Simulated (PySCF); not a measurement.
**Steps of a relaxation of [BiBr2]+**

[BiBr2]+ (singlet). PySCF 2.14.0, RKS PBE0, Bi def2-SVP with ECP60, Br def2-SVP; non-relativistic Hamiltonian with scalar-relativistic core potentials where named; density fitting; no spin-orbit coupling. Origin of the start: template. Columns: position (Å) and force (eV/Å). Energies are counted from the last step; some of the 6 steps are shown. Forces carry noise of the integration grid, about 0.01 to 0.03 eV/Å.

Run from Python with OMP_NUM_THREADS=2. Where DIIS fails, smearing, a level shift and second-order steps follow.
It took 15 s on 2 threads of Arm Neoverse V1, on a shared host, from the converged density of the start.

```xyz
3
step 0  E = 0.523 eV
Bi    0.0000    0.0000   -0.4610     0.00    0.00   -0.07
Br    2.3938    0.0000    0.6103    -1.09    0.00    0.03
Br   -2.3938    0.0000    0.6103     1.09    0.00    0.03
```

```xyz
3
step 2  E = 0.043 eV
Bi    0.0000    0.0000   -0.7395     0.00    0.00    0.05
Br    2.0606    0.0000    0.7496    -0.34    0.00   -0.02
Br   -2.0606    0.0000    0.7496     0.34    0.00   -0.02
```

```xyz
3
step 3  E = 0.000 eV
Bi    0.0000    0.0000   -0.8170     0.00    0.00    0.05
Br    1.9487    0.0000    0.7883    -0.04    0.00   -0.03
Br   -1.9487    0.0000    0.7883     0.04    0.00   -0.03
```

Q: Where does the relaxation end?

A: It converges at step 5 in C2v:
```xyz
3
step 5  E = 0
Bi    0.0000    0.0000   -0.8178
Br    1.9439    0.0000    0.7887
Br   -1.9439    0.0000    0.7887
```

Q: How did the contacts change?

A: 
```
     contact  start (Å)  end (Å)
Bi1–Br2 (Br)      2.623    2.522
Bi1–Br3 (Br)      2.623    2.522
```
